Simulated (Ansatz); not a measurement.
Consider the ligand exchange at the Si–O bond: `C[CH2][InH][O][SiH3]` + `[OH][GaH][SH]` → `[SiH3][O][GaH][SH]` + `C[CH2][InH][OH]`.

Program: Ansatz. Geometries: PBE0-D4/def2-TZVP. ΔE: electronic, gas phase. CBS: MP2 limit from def2 TZ/QZ plus the TZ coupled-cluster correction, frozen cores. Functionals use def2-TZVPP. def2 core potentials past Kr. For Ga, In outer-core shells are correlated without core-valence functions, which leaves a few kJ/mol of doubt a bond. Scalar relativity is left out up to krypton. One conformer a species, not always the lowest.

```json
{"level": "PBE-D4", "ΔE (kcal/mol)": "1.9"}
{"level": "BLYP-D4", "ΔE (kcal/mol)": "1.7"}
{"level": "HF/def2-SVP", "ΔE (kcal/mol)": "3.3"}
{"level": "CCSD/def2-TZVPP", "ΔE (kcal/mol)": "2.5"}
```

What does CCSD(T)/CBS give? (Estimate.)

Computed: +2.6 kcal/mol. The listed levels differ from it by -0.7, -0.9, 0.7, -0.1 kcal/mol.

Largest T1 diagnostic among the species: 0.014.

At CCSD(T), def2-SVP lies +0.7 kcal/mol from the extrapolated value and def2-TZVPP −0.1 kcal/mol. Leaving LDA and LC-ωPBE aside and taking each functional with its dispersion term where it has one, the values, not all of them listed here, spread over 1.2 kcal/mol, from BLYP-D4 to B97M-V. From BLYP to BHLYP (50 % exact exchange), in def2-TZVPP and without D4, ΔE moves by +0.9 kcal/mol.

CCSD(T)/CBS has its own doubt, a few kJ/mol and more with outer-core shells, so smaller differences from it don't rank the levels.
